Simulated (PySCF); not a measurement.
Compound: C5H11ClO2S.
Numbering: `[CH3:1][CH2:2][C:3]([CH3:4])([CH3:5])[S:6](=[O:7])(=[O:8])[Cl:9]` (hydrogens: H10, H11, H12 on C1; H13, H14 on C2; H15, H16, H17 on C4; H18, H19, H20 on C5)

The same species was optimised twice, with GFN2-xTB and with PBE0-D3(BJ)/def2-SVP (PySCF), and the same property calculations (PySCF, gas phase) were run on both structures.

```json
{"coordinate": "S6–Cl9 (Å)", "GFN2-xTB": "2.046", "PBE0-D3(BJ)/def2-SVP": "2.119", "change": "+0.073"}
{"coordinate": "S6=O8 (Å)", "GFN2-xTB": "1.429", "PBE0-D3(BJ)/def2-SVP": "1.450", "change": "+0.021"}
{"coordinate": "S6=O7 (Å)", "GFN2-xTB": "1.429", "PBE0-D3(BJ)/def2-SVP": "1.451", "change": "+0.022"}
{"coordinate": "C2–C3 (Å)", "GFN2-xTB": "1.525", "PBE0-D3(BJ)/def2-SVP": "1.543", "change": "+0.018"}
{"coordinate": "C3–C4 (Å)", "GFN2-xTB": "1.513", "PBE0-D3(BJ)/def2-SVP": "1.522", "change": "+0.009"}
{"coordinate": "C3–C5 (Å)", "GFN2-xTB": "1.509", "PBE0-D3(BJ)/def2-SVP": "1.518", "change": "+0.009"}
{"coordinate": "C1–C2 (Å)", "GFN2-xTB": "1.525", "PBE0-D3(BJ)/def2-SVP": "1.520", "change": "-0.005"}
{"coordinate": "C3–S6 (Å)", "GFN2-xTB": "1.845", "PBE0-D3(BJ)/def2-SVP": "1.844", "change": "-0.001"}
{"coordinate": "C1–C2–C3 (°)", "GFN2-xTB": "115.0", "PBE0-D3(BJ)/def2-SVP": "118.3", "change": "+3.3"}
{"coordinate": "O7–S6–O8 (°)", "GFN2-xTB": "118.0", "PBE0-D3(BJ)/def2-SVP": "121.2", "change": "+3.2"}
{"coordinate": "C4–C3–S6 (°)", "GFN2-xTB": "104.9", "PBE0-D3(BJ)/def2-SVP": "107.6", "change": "+2.7"}
{"coordinate": "C5–C3–S6 (°)", "GFN2-xTB": "105.7", "PBE0-D3(BJ)/def2-SVP": "107.8", "change": "+2.1"}
{"coordinate": "C3–S6–O7 (°)", "GFN2-xTB": "112.5", "PBE0-D3(BJ)/def2-SVP": "110.6", "change": "-1.9"}
{"coordinate": "C2–C3–C5 (°)", "GFN2-xTB": "115.6", "PBE0-D3(BJ)/def2-SVP": "113.7", "change": "-1.9"}
{"coordinate": "C2–C3–C4 (°)", "GFN2-xTB": "111.3", "PBE0-D3(BJ)/def2-SVP": "109.5", "change": "-1.8"}
{"coordinate": "C3–S6–O8 (°)", "GFN2-xTB": "110.8", "PBE0-D3(BJ)/def2-SVP": "109.2", "change": "-1.6"}
{"coordinate": "C1–C2–C3–C4 (°)", "GFN2-xTB": "-175", "PBE0-D3(BJ)/def2-SVP": "-179", "change": "-4"}
{"coordinate": "C2–C3–S6–O7 (°)", "GFN2-xTB": "-73", "PBE0-D3(BJ)/def2-SVP": "-76", "change": "-3"}
```

Rotational constants: A = 1763, B = 1017, C = 910.9 MHz (GFN2-xTB) against A = 1721, B = 988.1, C = 878.4 MHz (PBE0-D3(BJ)/def2-SVP). Point groups within 0.08 Å: C1 and C1.

On the GFN2-xTB structure: HOMO (eV) -8.84 [PBE0/pcSseg-1]; LUMO (eV) -1.29 [PBE0/pcSseg-1]; dipole (D) 4.63 [PBE0/pcSseg-1]; GIAO shielding of C1 (ppm) 175.2 [PBE0/pcSseg-1]; GIAO shielding of C2 (ppm) 155.8 [PBE0/pcSseg-1]; GIAO shielding of C3 (ppm) 104.6 [PBE0/pcSseg-1]; GIAO shielding of C4/C5 (mean) (ppm) 163.4 [PBE0/pcSseg-1]; GIAO shielding of S6 (ppm) 114.5 [PBE0/pcSseg-1]; GIAO shielding of O7/O8 (mean) (ppm) 48.8 [PBE0/pcSseg-1]; GIAO shielding of Cl9 (ppm) 431.5 [PBE0/pcSseg-1].

Task: What do these properties become on the PBE0-D3(BJ)/def2-SVP structure?

Result: 
| property | level | on GFN2-xTB | on PBE0-D3(BJ)/def2-SVP | change |
| --- | --- | --- | --- | --- |
| HOMO (eV) | PBE0/pcSseg-1 | -8.84 | -8.89 | -0.05 |
| LUMO (eV) | PBE0/pcSseg-1 | -1.29 | -1.85 | -0.56 |
| dipole (D) | PBE0/pcSseg-1 | 4.63 | 4.69 | +0.06 |
| energy, GFN2-xTB geometry as zero (kcal/mol) | PBE0/pcSseg-1 | 0.0 | -4.6 | -4.6 |
| GIAO shielding of C1 (ppm) | PBE0/pcSseg-1 | 175.2 | 173.2 | -2.0 |
| GIAO shielding of C2 (ppm) | PBE0/pcSseg-1 | 155.8 | 149.6 | -6.2 |
| GIAO shielding of C3 (ppm) | PBE0/pcSseg-1 | 104.6 | 99.6 | -5.0 |
| GIAO shielding of C4/C5 (mean) (ppm) | PBE0/pcSseg-1 | 163.4 | 160.1 | -3.3 |
| GIAO shielding of S6 (ppm) | PBE0/pcSseg-1 | 114.5 | 86.6 | -27.9 |
| GIAO shielding of O7/O8 (mean) (ppm) | PBE0/pcSseg-1 | 48.8 | 6.0 | -42.8 |
| GIAO shielding of Cl9 (ppm) | PBE0/pcSseg-1 | 431.5 | 344.4 | -87.1 |

The heavy atoms differ by 0.076 Å rms after alignment. Among bonds between heavy atoms S6–Cl9 changes most (+0.073 Å). Changes are differences of the printed values. Neither structure is proved a minimum here.

Conformer computed: `[CH3:1][CH2:2][C:3]([CH3:4])([CH3:5])[S:6](=[O:7])(=[O:8])[Cl:9]`: C1–C2–C3–C4 -179°, C2–C3–S6–O7 -76°.
